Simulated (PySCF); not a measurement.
Run record: geometry optimisation, `FC=C=C=C=C(F)[SiH3]`.

Method: PBE0-D3(BJ)/def2-SVP geometry optimisation, gas phase (PySCF 2.14.0). Start geometry: GFN2-xTB. A driver script takes a list of jobs; this job's settings line and coordinates (Å) are shown.

Input:
```
{"job": {"xc": "PBE0", "basis": "def2-SVP", "d3": "d3bj", "grid": 2, "kind": "geom"}, "charge": 0, "multiplicity": 1}
F      4.406207     0.715127    -0.106517
C      3.539831    -0.083620     0.549681
C      2.291954    -0.214745     0.187982
C      1.082535    -0.338646    -0.176365
C     -0.121266    -0.505133    -0.544492
C     -1.392861    -0.557599    -0.843983
F     -1.849719    -1.491809    -1.718676
Si    -2.758830     0.581157    -0.166773
H      4.003156    -0.585541     1.388217
H     -2.102771     1.518654     0.738752
H     -3.726241    -0.278127     0.515573
H     -3.370796     1.239597    -1.319873
```

Output:
```
step   0  E = -681.03019742  max force = 0.019365
step   1  E = -681.03203959  max force = 0.008870
step   2  E = -681.03256357  max force = 0.003779
step   3  E = -681.03265957  max force = 0.003875
step   4  E = -681.03285900  max force = 0.001628
step   5  E = -681.03287441  max force = 0.001237
step   6  E = -681.03289115  max force = 0.000424
step   7  E = -681.03289733  max force = 0.000240
optimisation converged
```

Energies in Eh; «max force» is the largest Cartesian gradient component in Eh/bohr.

**Question.** Give the first gradient maximum in eV/Å.

**Answer.** With 1 Eh/bohr = 51.422 eV/Å, 0.996 eV/Å.

Summary of the converged run: final energy -681.03290 Eh after 7 steps; dipole 1.70 D.

**Question.** Give the final coordinates.

**Answer.** 0.049 Å rms from the input after alignment:
```
atom  x, y, z in Å
F1     4.4845    0.5069   -0.1499
C2     3.5636   -0.1689    0.5249
C3     2.3091   -0.2655    0.1363
C4     1.0777   -0.3994   -0.1894
C5    -0.1534   -0.5347   -0.5172
C6    -1.4431   -0.5869   -0.7969
F7    -1.9429   -1.5733   -1.5601
Si8   -2.7168    0.6760   -0.1990
H9     3.9579   -0.6329    1.4359
H10   -2.0172    1.6594    0.6721
H11   -3.7882   -0.0371    0.5559
H12   -3.3211    1.3520   -1.3841
```

**Question.** How long does this job take on one thread, Arm Neoverse V1 (aarch64), shared host with 32 logical CPUs at a one-minute load of 14? And the peak memory of the process?

**Answer.** About 56 s, with 0.63 GiB resident at the peak, the Python interpreter and its libraries included.
Labels such as C1 count atoms from 1, the log's own numbers from 0.
